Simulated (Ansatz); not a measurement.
Ansatz (a quantum-chemistry and plane-wave program) input for C3H6OSi, SMILES O=C1CC[SiH2]1, CAM-B3LYP/def2-SVPD. Geometry optimised at ωB97X-D3(BJ)/def2-SVP. The structure was generated by enumeration, and PubChem lists no compound with its InChIKey, so it may never have been made.

Ansatz 0.2 input:
```yaml
crystal:
  periodic: [false, false, false]
  atoms:
    - {symbol: O, position_ang: [1.99310309, -0.00702326, 0.72478172]}
    - {symbol: C, position_ang: [0.84085615, -0.03054896, 0.39472105]}
    - {symbol: C, position_ang: [-0.29147524, -0.95349298, 0.90137340]}
    - {symbol: C, position_ang: [-1.39322490, -0.64703467, -0.15576022]}
    - {symbol: Si, position_ang: [-0.39328989, 0.81301852, -0.86653506]}
    - {symbol: H, position_ang: [0.02860208, -2.00664794, 0.96998480]}
    - {symbol: H, position_ang: [-0.57871293, -0.63016907, 1.91744332]}
    - {symbol: H, position_ang: [-2.38240745, -0.42371869, 0.26827835]}
    - {symbol: H, position_ang: [-1.51199511, -1.46748414, -0.88033072]}
    - {symbol: H, position_ang: [-0.86003437, 2.17144837, -0.46121285]}
    - {symbol: H, position_ang: [-0.07115449, 0.81695803, -2.32293133]}
basis:
  gaussian:
    orbitals: def2-SVPD
hamiltonian:
  xc: {name: CAM-B3LYP}
```

It prints:

```
Functional definition: CAM-B3LYP
integrals: 0.10 GiB planned
1313 factors; their error is unknown
integrals: 0.13 GiB planned
557 factors; integrals over basis functions are off by at most 1.9e-5 eV
mean field: 0.93 GiB planned
mean field evaluation 1: about -13117.9012 eV, gradient 5.3e1 eV
mean field evaluation 2: about -13113.6520 eV, gradient 7.3e1 eV
mean field evaluation 4: about -13123.8722 eV, gradient 3.5e0 eV
mean field evaluation 8: about -13123.9024 eV, gradient 1.2e-1 eV
mean field evaluation 16: about -13123.9125 eV, gradient 3.1e-4 eV
mean field -13123.91251217 eV, -482.2948891148 hartree, gradient 5.3e-5 eV, S^2 0.000000; 0 other end points of the search recorded, 0 dependent functions left out
reference -13123.91265673 eV, -482.2948944274 hartree; 23, 23 occupied and 132, 132 virtual orbitals, 1313 factors
Total energy: -13123.91265673 eV, -482.2948944274 hartree
```

Self-consistency was reached.
